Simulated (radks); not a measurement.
Excited configurations of Tc IV: one electron is placed in a higher orbital outside [Kr] 4d3. The ground configuration is [Kr] 4d4. Method: Dirac Kohn-Sham, PBEsol, spin-unpolarised, spherical densities, point nucleus; open shells fill j = l - 1/2 first; computed with a radial shooting solver on a logarithmic mesh with Libxc functionals. Excitation = E - E(ground); binding = E(ion) - E, where the ion is the core of charge +4; n* = 4/sqrt(2 binding) in atomic units, and the quantum defect is n - n*.

outer orbital  excitation (eV)  binding (eV)     n*  quantum defect  eigenvalue (eV)  <r> (bohr)
5s1/2                    8.503        33.637  2.544           2.456          -29.535       2.543
5p1/2                   14.912        27.227  2.828           2.172          -23.696       2.890
5d3/2                   24.148        17.992  3.478           1.522          -15.583       3.934
5f5/2                   31.960        10.180  4.624           0.376           -8.722       6.474
6s1/2                   24.953        17.186  3.559           2.441          -15.308       4.872
6p1/2                   27.330        14.810  3.834           2.166          -13.137       5.432
6d3/2                   31.171        10.968  4.455           1.545           -9.650       6.905
6f5/2                   35.059         7.081  5.545           0.455           -6.217       10.13
7p1/2                   32.758         9.382  4.817           2.183           -8.386       8.657
7d3/2                   34.746         7.394  5.426           1.574           -6.587       10.57
7f5/2                   36.962         5.178  6.484           0.516           -4.602       14.51

The Delta-SCF ionisation energy is 42.140 eV (NIST Atomic Spectra Database: 41 eV, theoretical). Self-interaction in the functional shifts the binding energies and quantum defects, so they are the method's values and not measured ones. Spin polarisation and multiplet splitting are left out, so open shells lie too high by an amount that depends on their filling.

Beside tabulated values, note that spin-unpolarised runs miss the spin-polarisation part of the exchange energy of open shells.
